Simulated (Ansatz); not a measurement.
**Reading a saddle point**

A first-order saddle point of SnPH7O, closed shell, PBE0-D4/def2-TZVP, with one imaginary mode of 854i cm⁻¹:

```
10
angstrom
Sn -0.7840 0.9979 -0.6474
O 0.5226 0.7869 1.0196
H -0.1354 0.4942 -2.1336
H -0.6619 2.7112 -0.5544
H -2.3381 0.4977 -0.2054
H 0.5546 -0.3296 0.7676
P -0.0142 -1.8893 -0.0688
H 1.3814 1.2303 0.9930
H 0.1261 -2.4091 1.2467
H 1.3489 -2.0902 -0.4173
```

Computed with Ansatz 0.2.0 (basis: def2-TZVPP and def2-QZVPP); correlated methods freeze the cores. Filled d shells of the heavier atoms are correlated. Core potentials replace the inner electrons of the atoms past krypton. The def2 sets are not built for correlating such inner shells, so the correlated values are less sure here. Extrapolation: Hartree–Fock as exp(−7.88 √X), correlation as X^−2.97.

Problem. Which contacts change along the imaginary mode, and what lies on either side? (A judgement: the text doesn't fix the answer.)

Solution. By the calculation: The step is SnH₄O ([OH][SnH3]) + PH₃ → SnPH₅ ([PH2][SnH3]) + H₂O, with the molecules in contact on both sides. Shortening one way: Sn1–P7, O2–H6; lengthening the same way: Sn1–O2, H6–P7.
| pair | one side (Å) | saddle (Å) | other side (Å) |
| --- | --- | --- | --- |
| Sn1–P7 | 3.66 | 3.04 | 2.50 |
| O2–H6 | 3.04 | 1.14 | 0.96 |
| Sn1–O2 | 1.98 | 2.13 | 3.16 |
| H6–P7 | 1.42 | 1.86 | 3.59 |

Problem. Which side is lower, and how far does the saddle lie above each? (Judge from chemistry; the value comes from the calculation.)

Solution. By the calculation: The side with Sn1–P7, O2–H6 short is lower by 24.8 kJ/mol; the saddle lies 161.1 kJ/mol above it and 136.3 kJ/mol above the other (CCSD(T) at an estimated basis limit (MP2 extrapolated from triple and quadruple zeta, plus CCSD(T) − MP2 in triple zeta); electronic energies).

The T1 diagnostic stays at or below 0.015.

Labels in which every atom is bracketed show which atoms are joined, not bond orders.

For scale, one of the runs: CCSD(T)/def2-TZVPP, 221 basis functions, launched by `ansatz run in.yaml --threads 4 --pin off --events-out ev --progress --plain --max-ram 9574MiB`. Time: 66 s of wall clock on 4 CPU threads of an Intel Xeon Platinum 8375C; the host was shared. Peak host memory: 3.7 GiB.
